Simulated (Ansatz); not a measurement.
Coupled-cluster diagnostics for the cluster TaO₂⁻, Ansatz.

Geometry of the singlet (PBE-D4/def2-TZVPD):

Cartesian coordinates in Å:
```
Ta 0.4478 -0.5196 -0.1288
O 0.8458 1.1898 0.0318
O -1.2936 -0.6701 0.0970
```

In the def2 sets Ta takes a core potential; there is no spin–orbit coupling. Correlated methods freeze 2 core orbitals; core or outer-core shells of Ta are correlated, in sets that lack core-valence functions. At PBE0-D4/def2-TZVPD a broken-symmetry singlet of charge -1 lies 0.63 eV below the triplet, each at its own geometry. At PBE0-D4/def2-TZVPD a broken-symmetry singlet of charge -1 lies 3.79 eV below the quintet, each at its own geometry. The structure comes from a short search, and lower isomers may exist.

Geometry of the charge -1 triplet (PBE-D4/def2-TZVPD):

```tsv
atom	x (Å)	y (Å)	z (Å)
Ta1	0.1650	0.1451	-0.6347
O2	0.1217	1.3323	0.6915
O3	-0.2867	-1.4774	-0.0569
```

Geometry of the charge -1 quintet (PBE-D4/def2-TZVPD):

```xyz
3

Ta   -0.132    0.269    0.070
O    -1.101   -0.356   -1.381
O     1.233    0.087    1.310
```

Question: Estimate the CCSD(T) correlation energy, the shares of MP2 and (T), T1 and the reference's ⟨S²⟩ for: charge -1, singlet, own geometry in def2-TZVPPD; charge -1, triplet, own geometry in def2-TZVPPD; charge -1, quintet, own geometry in def2-TZVPPD; charge 0, doublet, vertical in def2-TZVPPD; and the rough time on 2 threads of Arm Neoverse V2 on a shared host.

Answer: 
```tsv
state	basis	correlation (eV)	MP2 share (%)	(T) share (%)	T1	⟨S²⟩ (pure)	wall time	remarks
charge -1, singlet, own geometry	def2-TZVPPD	-25.319	98.9	6.0	0.032	0.00 (0.00)	7.5 s	restricted SCF unstable
charge -1, triplet, own geometry	def2-TZVPPD	-24.106	98.8	5.5	0.031	2.05 (2.00)	20 s	–
charge -1, quintet, own geometry	def2-TZVPPD	-22.915	94.1	5.7	0.098	6.06 (6.00)	45 s	large T1
charge 0, doublet, vertical	def2-TZVPPD	-24.407	99.6	6.0	0.035	0.84 (0.75)	19 s	–
```
Customary marks for T1 are 0.02 (closed shells), 0.045 (open shells) and about 0.05 (3d metals). T1 exceeds 0.02 in 4 of 4 rows and 0.045 in 1; the higher it lies, the less the single-reference result can be trusted.
